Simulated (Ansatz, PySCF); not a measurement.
Here is a job for PySCF.
```python
from pyscf import gto, scf, dft

mol = gto.Mole()
mol.atom = '''
    Ca    0.00000000    0.00000000    0.00000000
    F     0.00000000    0.00000000    1.88609121
    F    -0.00000000   -0.00000000   -1.88609121
'''
mol.basis = 'def2-svpd'
mol.charge = -1
mol.spin = 1
mol.verbose = 4
mol.build()

mf = dft.UKS(mol)
mf.xc = 'wb97x'
mf.grids.atom_grid = (99, 590)
mf.grids.prune = None
mf.kernel()
```

Write the same job for Ansatz (a first-principles code).

This is not unique; one that fits is 
Ansatz 0.2 input:
```yaml
crystal:
  periodic: [false, false, false]
  atoms:
    - {symbol: Ca, position_ang: [0.00000000, 0.00000000, 0.00000000]}
    - {symbol: F, position_ang: [0.00000000, 0.00000000, 1.88609121]}
    - {symbol: F, position_ang: [-0.00000000, -0.00000000, -1.88609121]}
basis:
  gaussian:
    orbitals: def2-SVPD
hamiltonian:
  xc: {name: wB97X}
total_charge: -1
magnetization: {spin_polarized: true, initial_magnetization: 1}
accuracy: high
```

Both were run: PySCF gave -877.156790 Eh and Ansatz -877.156802 Eh, 0.011 mEh apart.
